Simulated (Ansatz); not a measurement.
Compare A (`FC#[C][GeH3]`) with its isomer B (`C#[C][GeH2][F]`).

Computed with Ansatz on PBE0-D4/def2-TZVP structures; ΔE is electronic, products minus reactants. CBS: MP2 limit from def2 TZ/QZ plus the TZ coupled-cluster correction, frozen cores. DFT in def2-TZVPP. For Ge outer-core shells are correlated without core-valence functions, which leaves a few kJ/mol of doubt a bond. Scalar relativity is left out up to krypton.

A:

```xyz
7

F     1.3128   -2.5319   -1.5359
C     0.7982   -1.5401   -0.9340
C     0.3112   -0.6006   -0.3641
Ge   -0.4561    0.8797    0.5336
H     0.5084    1.3429    1.6318
H    -0.6839    2.0064   -0.4811
H    -1.7906    0.4437    1.1498
```

B:

```xyz
7

C     1.2266    1.3084   -0.9260
C     0.5076    0.5179   -0.3699
Ge   -0.5820   -0.7505    0.5128
F    -2.2128   -0.1587    0.4242
H     1.8560    2.0131   -1.4201
H    -0.5653   -2.0932   -0.2201
H    -0.2302   -0.8370    1.9991
```

Q: Which is lower in electronic energy at CCSD(T)/CBS, and by how much? (Best estimate.)

A: Ansatz gave: B, by 193.7 kJ/mol.

Q: Give E(B) − E(A) in kJ/mol with r2SCAN-D4, B2PLYP, LDA (SPW92), HF/def2-TZVPP, MP2/def2-TZVPP, ωB97M-V, CCSD(T)/def2-TZVPP. (Best estimate.)

A: Computed: r2SCAN-D4 -180.0, B2PLYP -190.0, LDA (SPW92) -149.8, HF/def2-TZVPP -198.2, MP2/def2-TZVPP -198.2, ωB97M-V -183.8, CCSD(T)/def2-TZVPP -190.6. None reverses the order clearly.

Q: Does the order hold for the free energy at 298.15 K (harmonic terms from PBE0-D4)? (Best estimate.)

A: Computed: Yes: G(B) − G(A) = -191.7 kJ/mol.

Largest T1 diagnostic: 0.013.

At CCSD(T), def2-SVP lies +21.9 kJ/mol from the extrapolated value and def2-TZVPP +3.1 kJ/mol. From PBE to PBE0 (25 % exact exchange), in def2-TZVPP and without D4, E(B) − E(A) moves by −5.0 kJ/mol.
